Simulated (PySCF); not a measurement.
B(All)(Cl)(OH) (C3H6BClO), SMILES ClB(O)CC=C.

Geometry optimised at PBE-D3(BJ)/def2-SVP. One conformer was computed; it need not be the lowest.

Method: PBE-D3(BJ)/def2-SVP run with PySCF 2.14.0.

Frequencies are harmonic and unscaled.

| mode | ν (cm⁻¹) | IR (km/mol) | moving atoms (share of kinetic energy) |
|---|---|---|---|
| 1 | 31 | 1.2 | C 33 %, O 32 %, H 21 %, Cl 12 % |
| 2 | 76 | 0.3 | C 59 %, H 25 %, Cl 11 % |
| 3 | 170 | 1.1 | C 38 %, H 34 %, Cl 23 % |
| 4 | 310 | 0.8 | C 37 %, H 26 %, Cl 15 %, O 12 %, B 11 % |
| 5 | 353 | 4.8 | O 40 %, H 21 %, C 19 %, Cl 17 % |
| 6 | 409 | 1.6 | H 43 %, C 35 %, O 10 % |
| 7 | 512 | 4.3 | B 57 %, H 31 % |
| 8 | 568 | 81.3 | H 82 %, O 8 % |
| 9 | 580 | 22.5 | H 32 %, C 22 %, O 20 %, Cl 16 %, B 10 % |
| 10 | 666 | 28.7 | H 46 %, C 28 %, B 16 %, Cl 9 % |
| 11 | 814 | 17.4 | H 49 %, C 34 %, B 13 % |
| 12 | 883 | 46.0 | H 72 %, C 28 % |
| 13 | 891 | 85.4 | H 55 %, C 26 %, B 14 % |
| 14 | 931 | 61.9 | H 62 %, C 27 % |
| 15 | 990 | 5.5 | H 91 %, C 9 % |
| 16 | 1021 | 31.8 | H 73 %, C 24 % |
| 17 | 1138 | 44.7 | H 48 %, C 30 %, B 16 % |
| 18 | 1165 | 91.9 | H 66 %, C 21 %, B 9 % |
| 19 | 1190 | 158.2 | H 38 %, C 31 %, B 27 % |
| 20 | 1264 | 5.4 | H 81 %, C 18 % |
| 21 | 1355 | 47.7 | H 74 %, B 13 % |
| 22 | 1382 | 66.6 | H 65 %, B 18 %, C 11 % |
| 23 | 1384 | 146.4 | H 42 %, B 34 %, C 13 %, O 11 % |
| 24 | 1667 | 20.9 | C 88 %, H 12 % |
| 25 | 2946 | 11.4 | H 95 % |
| 26 | 3008 | 15.4 | H 91 %, C 9 % |
| 27 | 3066 | 7.9 | H 95 % |
| 28 | 3084 | 5.2 | H 92 %, C 8 % |
| 29 | 3167 | 9.2 | H 89 %, C 11 % |
| 30 | 3729 | 54.8 | H 94 % |
